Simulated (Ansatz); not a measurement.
Ansatz results at the PBE0-D4/def2-TZVP geometry: size of the dipole moment (B3LYP/def2-TZVPP) 0.07 D; LUMO energy (PBE0/def2-TZVPP) 1.16 eV; LUMO energy (PBE/def2-TZVPP) 0.29 eV.

Each molecule was computed in one conformer, which needn't be the lowest.

**Question.** Which molecule gave them?
A. `CCO[Si](F)(OCC)OCC`
B. `F[Si](F)([SiH3])Cl`
C. `N#C[Si](C#N)(C#N)C#N`
D. `I[Si](I)(I)I`

**Answer.** A. The others give `F[Si](F)([SiH3])Cl`: 1.90, -0.43, -1.28; `N#C[Si](C#N)(C#N)C#N`: 0.01, -3.05, -3.95; `I[Si](I)(I)I`: 0.00, -2.61, -3.32.

B3LYP here is the variant with VWN-RPA as its local correlation; programs differ in this.
